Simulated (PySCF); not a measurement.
C4H7FO, SMILES C[C@@]1(O)C[C@H]1F. Atoms are numbered in the order given.

```xyz
13

C      1.5235     0.5336     0.3905
C      0.0514     0.2123     0.4848
O     -0.4177    -0.0806     1.7695
C     -0.9313     0.8557    -0.4871
C     -0.5936    -0.6049    -0.5830
F      0.1690    -1.0216    -1.6370
H      1.8441     0.6382    -0.6550
H      2.1099    -0.2743     0.8553
H      1.7515     1.4749     0.9188
H     -0.4051     0.7402     2.2814
H     -0.5213     1.5095    -1.2621
H     -1.9239     1.1213    -0.1139
H     -1.3346    -1.3508    -0.2779
```
Charge 0, spin multiplicity 1.

Coordinates come from a B3LYP-D3(BJ)/def2-SVP optimisation. The structure was generated by enumeration; whether it is a known compound was not checked. One conformer was computed; it need not be the lowest.

Two levels are set side by side: PBE/pcSseg-1 (PySCF) and B3LYP/pcSseg-1 (PySCF). GIAO shifts against CFCl3 (¹⁹F), H2O (¹⁷O), TMS (¹H), TMS (¹³C) at the same level; non-relativistic, no solvent, atoms listed together averaged. Differences are taken from unrounded values.

```
quantity                  B3LYP
-----------------------  ------
δ(¹³C) of C1 (ppm)         23.6
δ(¹³C) of C2 (ppm)         59.1
δ(¹⁷O) of O3 (ppm)         80.1
δ(¹³C) of C4 (ppm)         25.9
δ(¹³C) of C5 (ppm)         83.5
δ(¹⁹F) of F6 (ppm)       -243.3
δ(¹H) of H10 (ppm)         0.67
δ(¹H) of H11, H12 (ppm)    0.98
δ(¹H) of H13 (ppm)         4.85
```

**Question.** What does PBE give, and how far is it from B3LYP? (An estimate is asked for; the answer gives what the named calculation found.)

**Answer.** 
| quantity | PBE | PBE minus B3LYP |
|---|---|---|
| δ(¹³C) of C1 (ppm) | 23.6 | -0.1 |
| δ(¹³C) of C2 (ppm) | 61.0 | 2.0 |
| δ(¹⁷O) of O3 (ppm) | 86.5 | 6.4 |
| δ(¹³C) of C4 (ppm) | 26.6 | 0.7 |
| δ(¹³C) of C5 (ppm) | 85.7 | 2.1 |
| δ(¹⁹F) of F6 (ppm) | -258.7 | -15.4 |
| δ(¹H) of H10 (ppm) | 0.49 | -0.18 |
| δ(¹H) of H11, H12 (ppm) | 0.98 | -0.01 |
| δ(¹H) of H13 (ppm) | 4.94 | 0.09 |

Rough cost on one machine, each run with all the roots and properties that it gave: B3LYP against PBE within a factor of 2.
